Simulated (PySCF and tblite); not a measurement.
C₄H₅Br, numbered as in [CH:1]#[C:2][CH2:3][CH2:4][Br:5]. Conformers came from 90 starts (ETKDG and KDG, MMFF94s, GFN2-xTB); geometries are PBE0-D3(BJ)/def2-SVP. Free energies are PBE0-D3(BJ)/def2-TZVP single points with GFN2-xTB rigid-rotor and vibrational terms (modes under about 100 cm⁻¹ blended into free rotors). Symmetry numbers and mirror images are counted. Conformers within 4 kcal/mol (GFN2-xTB free energy) were kept, 7 at most. GIAO shieldings: PBE0/pcSseg-1. Couplings: B3LYP/pcSseg-1 with pcJ-1 on H (gas phase; spin-dipole term only for pairs with B, N, F, Si or P). Shifts are against TMS (¹H), TMS (¹³C) at the same level. Programs: PySCF with density fitting and tblite.

Torsions listed: C2–C3–C4–Br5. Of a mirror pair one member is shown.

Two conformers hold nearly all the population. I: -65°; δ(C4) = 42.08 ppm. II: 180°; δ(C4) = 39.53 ppm. The average over the ensemble at 298.15 K is 40.17 ppm.

(1) What populations and free-energy difference follow from a two-state model?

Spin–orbit effects of the heavy atoms on shieldings are missing.

Answers

(1) p(I) = (40.17 − 39.53)/(42.08 − 39.53) = 0.25, so K = p(II)/p(I) = 2.98 and G(II) − G(I) = −RT ln K = -0.65 kcal/mol. One of the two counts twice, as a mirror pair, which this difference holds. The weights computed directly are 25.4 % and 74.6 %.
